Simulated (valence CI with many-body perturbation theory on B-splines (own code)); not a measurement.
Au⁴⁶⁺: electric-dipole lines

Computed by relativistic CI+MBPT: five valence electrons over a frozen Dirac-Fock core [Ar] 3d10, radial functions for each j: 9 s, 9 p, 8 d, 6 f, 3 g, 1 h, with the one-electron correlation potential Σ1, the two-electron term Σ2, the three-electron term Σ3, Breit, model QED; selected CI, second order for the rest (own B-spline code, finite nucleus).

No measured spectrum was set against this ion. As an estimate, large intervals hold to a few tenths of a per cent, small ones and those within an open d or f shell to about a per cent. Among the levels kept, up to 360 cm⁻¹ of a level comes from second order outside the variational space, and about a tenth of that is noise between levels of different J, which matters for small intervals.

Lines 101 to 150 of 219 in falling wavelength, among levels below 471.78 eV, chosen from the strongest by gf and those to the six lowest levels. Wavelengths and rates use the calculated energies. Electric multipoles are in the length gauge, E1 and E2 with the static RPA response of the core. Weak lines are less certain than strong ones. Lines between different terms over intervals too small for the method are left out, as are lines whose strength nearly cancels. The highest levels of a list are the least certain.

Levels are named by their leading jj configuration (3d3/2^4 stands for four electrons in 3d with j = 3/2), which in mixed levels can hold well under half, so a name can repeat and another be missing. Letters in brackets count levels of one name in rising energy.

| λ vac (nm) | Upper | Lower | A (s⁻¹) | log gf | Branch % |
| --- | --- | --- | --- | --- | --- |
| 7.241 | (4s^2 4p1/2 4p3/2 4d3/2) J=7/2 | (4s^2 4p1/2 4p3/2^2) J=5/2 | 1.08e+09 | -2.17 | 99.9 |
| 7.221 | (4s^2 4p1/2 4p3/2 4d3/2) J=3/2 [a] | (4s^2 4p1/2 4p3/2^2) J=3/2 | 6.81e+09 | -1.67 | 6.6 |
| 7.212 | (4s^2 4p1/2 4p3/2 4d3/2) J=1/2 [a] | (4s^2 4p1/2 4p3/2^2) J=3/2 | 8.10e+09 | -1.90 | 55.3 |
| 7.210 | (4s^2 4p1/2^2 4d3/2) J=3/2 | (4s^2 4p1/2^2 4p3/2) J=3/2 | 2.09e+10 | -1.19 | 99.9 |
| 7.137 | (4s 4p1/2^2 4p3/2 4d3/2) J=1/2 [b] | (4s 4p1/2^2 4p3/2^2) J=3/2 | 1.65e+10 | -1.60 | 2.1 |
| 7.056 | (4s 4p1/2^2 4p3/2 4d3/2) J=1/2 [b] | (4s 4p1/2^2 4p3/2^2) J=1/2 | 1.36e+10 | -1.69 | 1.7 |
| 7.054 | (4s 4p1/2^2 4p3/2 4d3/2) J=5/2 [b] | (4s 4p1/2^2 4p3/2^2) J=3/2 | 1.96e+09 | -2.06 | 0.2 |
| 6.934 | (4s^2 4p3/2^2 4d3/2) J=1/2 | (4s^2 4p3/2^3) J=3/2 | 7.01e+09 | -2.00 | 0.3 |
| 6.838 | (4s^2 4p1/2 4p3/2 4d3/2) J=3/2 [b] | (4s^2 4p1/2 4p3/2^2) J=1/2 | 1.28e+09 | -2.45 | 0.0 |
| 6.799 | (4s^2 4p1/2 4p3/2 4d3/2) J=1/2 [b] | (4s^2 4p1/2 4p3/2^2) J=1/2 | 1.60e+08 | -3.65 | 0.0 |
| 6.776 | (4s 4p1/2^2 4p3/2 4d3/2) J=3/2 [b] | (4s 4p1/2^2 4p3/2^2) J=5/2 | 9.43e+09 | -1.59 | 2.1 |
| 6.621 | (4s^2 4p1/2 4p3/2 4d3/2) J=5/2 [b] | (4s^2 4p1/2 4p3/2^2) J=5/2 | 3.23e+09 | -1.89 | 0.1 |
| 6.595 | (4s 4p1/2^2 4p3/2 4d5/2) J=5/2 [a] | (4s 4p1/2^2 4p3/2^2) J=3/2 | 1.61e+09 | -2.20 | 0.4 |
| 6.564 | (4s^2 4p1/2 4p3/2 4d3/2) J=3/2 [b] | (4s^2 4p1/2 4p3/2^2) J=5/2 | 1.41e+09 | -2.44 | 0.0 |
| 6.520 | (4s^2 4p1/2^2 4f5/2) J=5/2 | (4s^2 4p1/2^2 4d5/2) J=5/2 | 9.75e+09 | -1.43 | 7.4 |
| 6.490 | (4s^2 4p1/2 4p3/2 4d5/2) J=3/2 [a] | (4s^2 4p1/2 4p3/2^2) J=1/2 | 1.42e+09 | -2.45 | 1.0 |
| 6.416 | (4s^2 4p1/2 4p3/2 4d3/2) J=5/2 [b] | (4s^2 4p1/2 4p3/2^2) J=3/2 | 2.25e+09 | -2.08 | 0.1 |
| 6.413 | (4s 4p1/2^2 4p3/2 4d3/2) J=5/2 [b] | (4s 4p1/2^2 4p3/2^2) J=5/2 | 3.34e+09 | -1.91 | 0.3 |
| 6.400 | (4s^2 4p1/2 4p3/2 4d5/2) J=7/2 [a] | (4s^2 4p1/2 4p3/2^2) J=5/2 | 9.92e+08 | -2.31 | 98.8 |
| 6.397 | (4s 4p1/2^2 4p3/2 4d5/2) J=3/2 [a] | (4s 4p1/2^2 4p3/2^2) J=3/2 | 6.36e+10 | -0.81 | 22.3 |
| 6.362 | (4s^2 4p1/2 4p3/2 4d3/2) J=3/2 [b] | (4s^2 4p1/2 4p3/2^2) J=3/2 | 1.59e+08 | -3.41 | 0.0 |
| 6.332 | (4s 4p1/2^2 4p3/2 4d5/2) J=3/2 [a] | (4s 4p1/2^2 4p3/2^2) J=1/2 | 1.93e+10 | -1.33 | 6.8 |
| 6.328 | (4s^2 4p1/2 4p3/2 4d3/2) J=1/2 [b] | (4s^2 4p1/2 4p3/2^2) J=3/2 | 1.43e+10 | -1.77 | 0.6 |
| 6.267 | (4s^2 4p3/2^2 4d5/2) J=1/2 | (4s^2 4p3/2^3) J=3/2 | 6.83e+10 | -1.09 | 84.4 |
| 6.243 | (4s^2 4p1/2 4p3/2 4d5/2) J=3/2 [a] | (4s^2 4p1/2 4p3/2^2) J=5/2 | 1.41e+10 | -1.48 | 9.9 |
| 6.222 | (4s^2 4p1/2^2 4f7/2) J=7/2 | (4s^2 4p1/2^2 4d5/2) J=5/2 | 9.11e+10 | -0.37 | 93.2 |
| 6.157 | (4s^2 4p1/2 4p3/2 4d5/2) J=5/2 [a] | (4s^2 4p1/2 4p3/2^2) J=5/2 | 1.03e+11 | -0.45 | 58.3 |
| 6.130 | (4s 4p1/2^2 4p3/2 4d3/2) J=5/2 [a] | (4s^2 4p1/2^2 4d5/2) J=5/2 | 2.15e+08 | -3.14 | 0.4 |
| 6.113 | (4s 4p1/2^2 4p3/2 4d3/2) J=3/2 [a] | (4s^2 4p1/2^2 4d5/2) J=5/2 | 1.12e+09 | -2.60 | 1.3 |
| 6.060 | (4s^2 4p1/2 4p3/2 4d5/2) J=3/2 [a] | (4s^2 4p1/2 4p3/2^2) J=3/2 | 1.24e+11 | -0.56 | 87.1 |
| 6.031 | (4s 4p1/2^2 4p3/2 4d5/2) J=5/2 [a] | (4s 4p1/2^2 4p3/2^2) J=5/2 | 1.76e+11 | -0.24 | 46.4 |
| 6.000 | (4s 4p1/2^2 4p3/2 4d5/2) J=1/2 | (4s 4p1/2^2 4p3/2^2) J=3/2 | 3.68e+10 | -1.40 | 8.0 |
| 5.989 | (4s^2 4p1/2^2 4d5/2) J=5/2 | (4s^2 4p1/2^2 4p3/2) J=3/2 | 2.42e+11 | -0.11 | 99.9 |
| 5.979 | (4s^2 4p1/2 4p3/2 4d5/2) J=5/2 [a] | (4s^2 4p1/2 4p3/2^2) J=3/2 | 3.47e+10 | -0.95 | 19.7 |
| 5.943 | (4s 4p1/2^2 4p3/2 4d5/2) J=1/2 | (4s 4p1/2^2 4p3/2^2) J=1/2 | 3.77e+11 | -0.40 | 82.1 |
| 5.916 | (4s 4p1/2^2 4p3/2 4d5/2) J=3/2 [b] | (4s 4p1/2^2 4p3/2^2) J=3/2 | 4.75e+10 | -1.00 | 5.3 |
| 5.900 | (4s 4p1/2^2 4p3/2 4d3/2) J=7/2 | (4s^2 4p1/2^2 4d5/2) J=5/2 | 1.03e+11 | -0.37 | 84.3 |
| 5.895 | (4s^2 4p1/2 4p3/2 4d5/2) J=3/2 [b] | (4s^2 4p1/2 4p3/2^2) J=1/2 | 3.13e+11 | -0.19 | 71.5 |
| 5.865 | (4s 4p1/2^2 4p3/2 4d5/2) J=3/2 [a] | (4s 4p1/2^2 4p3/2^2) J=5/2 | 5.11e+10 | -0.98 | 17.9 |
| 5.860 | (4s 4p1/2^2 4p3/2 4d5/2) J=3/2 [b] | (4s 4p1/2^2 4p3/2^2) J=1/2 | 2.85e+11 | -0.23 | 31.9 |
| 5.855 | (4s^2 4p1/2 4p3/2 4d5/2) J=1/2 | (4s^2 4p1/2 4p3/2^2) J=1/2 | 4.22e+11 | -0.36 | 74.3 |
| 5.844 | (4s 4p1/2^2 4p3/2 4d5/2) J=5/2 [b] | (4s 4p1/2^2 4p3/2^2) J=3/2 | 5.82e+11 | 0.25 | 53.2 |
| 5.831 | (4s 4p1/2^2 4p3/2 4d5/2) J=7/2 [a] | (4s 4p1/2^2 4p3/2^2) J=5/2 | 3.00e+11 | 0.09 | 75.3 |
| 5.766 | (4s^2 4p1/2 4p3/2 4d5/2) J=5/2 [b] | (4s^2 4p1/2 4p3/2^2) J=5/2 | 1.04e+11 | -0.51 | 10.2 |
| 5.760 | (4s^2 4p1/2 4p3/2 4d5/2) J=7/2 [b] | (4s^2 4p1/2 4p3/2^2) J=5/2 | 6.39e+11 | 0.41 | 100.0 |
| 5.715 | (4s 4p1/2^2 4p3/2 4d3/2) J=3/2 [b] | (4s^2 4p1/2^2 4d5/2) J=5/2 | 7.41e+09 | -1.84 | 1.7 |
| 5.690 | (4s^2 4p1/2 4p3/2 4d5/2) J=3/2 [b] | (4s^2 4p1/2 4p3/2^2) J=5/2 | 9.24e+10 | -0.75 | 21.1 |
| 5.627 | (4s 4p1/2^2 4p3/2 4d5/2) J=7/2 [b] | (4s 4p1/2^2 4p3/2^2) J=5/2 | 3.81e+11 | 0.16 | 42.4 |
| 5.610 | (4s^2 4p1/2 4p3/2 4d5/2) J=5/2 [b] | (4s^2 4p1/2 4p3/2^2) J=3/2 | 8.59e+11 | 0.39 | 84.0 |
| 5.538 | (4s^2 4p1/2 4p3/2 4d5/2) J=3/2 [b] | (4s^2 4p1/2 4p3/2^2) J=3/2 | 5.41e+09 | -2.00 | 1.2 |
